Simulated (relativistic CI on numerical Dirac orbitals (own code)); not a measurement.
## Hyperfine structure of Pt III, mass number 195

Method of calculation: Dirac-Coulomb-Breit CI, KLI orbitals optimised for each configuration, a model potential for QED, valence Slater integrals scaled by 0.85, P86 correlation energy added to each configuration (own radial code, finite nucleus).

Configurations in the expansion (outside the closed core [Xe] 4f14): 5d8, 5d7 6s, 5d7 6p, 5d7 5f, 5d6 6s 6p, 5d7 7s, 5d7 6d, 5d7 7p, 5d7 7d, 5d7 6f, 5d7 5g, 5d7 7f, 5d7 6g. Double excitations out of closed p, d and f shells are left out; levels of such configurations are missing from the list, as are those of other unlisted configurations, and high levels can miss mixing partners.

Nuclear spin I = 1/2, μ = 0.6073 μN (tables of Stone and Pyykkö). The electronic factors are computed for point nuclear moments, without core polarisation; leaving it out makes A of s and p electrons in near-neutral atoms 20 to 40 % too small, and it can dominate for d and f shells.

| Level | E (cm⁻¹) | A (MHz) |
| --- | --- | --- |
| 5d8 3F_4 | 0.0 | 986.4 |
| 5d8 3F_3 | 8923.4 | 1423 |
| 5d8 3P_1 | 17457.8 | 554.1 |
| 5d8 1G_4 | 21469.7 | 1442 |
| 5d8 1D_2 | 23558.4 | 2295 |
| 5d7 6s 5F_5 | 24893.7 | 5997 |
| 5d7 6s 5F_4 | 30817.5 | 2260 |
| 5d7 6s 5F_3 | 34910.0 | 3768 |

Levels with J = 0, under 50 % of one LS term, or S terms without an open s electron are left out. Small factors come from cancelling terms and can be off by tens of per cent or more.

For a near-neutral ion this model can misplace configurations by up to about 10,000 cm⁻¹ (more where the count of f electrons changes) and terms by 10 to 25 % of their spread. Rates follow the energies as ν³ (E1, M1) or ν⁵ (E2), so they and the lifetimes can be off by large factors. The fine structure of a lone outer electron comes out too small, for d and f at times inverted, and misplaced configurations move strength between like terms. 5 of the 7 excited levels that our extract of the measured tables holds in this range could be paired (the sources list more); they are missed by 1171 cm⁻¹ on average and 3057 at most, and levels without a partner can miss by more. Some levels of the ground configuration have no partner and can miss by 10 % or more.

(1) Give the hyperfine levels of 5d8 3F_4 relative to its centre of gravity.

Results:

(1) With K = F(F + 1) − I(I + 1) − J(J + 1), E = AK/2: F = 7/2: -2466, F = 9/2: 1973 MHz.

LS names give the leading component of a level, which can be under half, so a name can repeat, a term be missing and a line seem to break the LS rules.
